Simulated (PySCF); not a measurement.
**Ionisation energy of Al⁺ by level of theory**

Al⁺ [Ne] 3s2 (1S) → Al²⁺ [Ne] 3s1 (2S), as a difference of total energies. Calculation: PySCF 2.14, in x2c-QZVPPall with one added diffuse shell each of s, p, d, f type (10s7p5d3f1g, 86 functions); the spin-free X2C one-electron Hamiltonian (Gaussian nucleus). Correlated levels: valence and next inner shell: 1s2 frozen. The calculations carry no spin-orbit coupling.

| method | ionisation energy (eV) |
| --- | --- |
| UHF | 17.551 |
| MP2 (valence and next inner shell) | 18.556 |
| SCS-MP2 (valence and next inner shell) | 18.671 |
| CCSD (valence and next inner shell) | 18.751 |
| CCSD(T) (valence and next inner shell) | 18.786 |

Errors of the correlated levels include the incompleteness of this basis and the frozen core.

Task: Which method comes closest to the reference value, and which is furthest?

Result: The reference is 18.829 eV (measured; NIST Atomic Spectra Database, ionization energies). Closest: CCSD(T) (valence and next inner shell) (error -0.043 eV); furthest: UHF (error -1.278 eV).
